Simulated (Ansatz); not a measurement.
Start from `CC(O)F` and change one atom or group to get `BOC(C)F`.

Ansatz, PBE0-D4/def2-TZVP geometries, multiplicity 1. Each molecule was computed in one conformer, which needn't be the lowest.

```json
{"property": "LUMO energy (B3LYP/def2-TZVPP) / eV", "`CC(O)F`": "0.62"}
{"property": "HOMO energy (ωB97M-V/def2-TZVPP) / eV", "`CC(O)F`": "-11.35"}
{"property": "size of the dipole moment (B3LYP/def2-TZVPP) / D", "`CC(O)F`": "1.63"}
{"property": "LUMO energy (PBE0/def2-TZVPP) / eV", "`CC(O)F`": "1.04"}
{"property": "HOMO energy (PBE0/def2-TZVPP) / eV", "`CC(O)F`": "-8.89"}
{"property": "LUMO energy (ωB97M-V/def2-TZVPP) / eV", "`CC(O)F`": "2.46"}
```

(1) What does the change do to each property? (Best estimate.)

Results:

(1) Computed: 
```tsv
property	`BOC(C)F`	shift
LUMO energy (B3LYP/def2-TZVPP) / eV	-0.95	-1.57
HOMO energy (ωB97M-V/def2-TZVPP) / eV	-11.35	0.00
size of the dipole moment (B3LYP/def2-TZVPP) / D	1.95	0.32
LUMO energy (PBE0/def2-TZVPP) / eV	-0.69	-1.73
HOMO energy (PBE0/def2-TZVPP) / eV	-8.96	-0.07
LUMO energy (ωB97M-V/def2-TZVPP) / eV	1.18	-1.28
```

With PBE0 the HOMO falls by 0.07 eV and the LUMO falls by 1.73 eV, so the gap narrows by about 1.66 eV. PBE moves the HOMO by -0.28 eV and ωB97M-V by 0.00 eV. Dipoles are sizes alone; their direction can turn.

B3LYP here is the variant with VWN-RPA as its local correlation; programs differ in this.
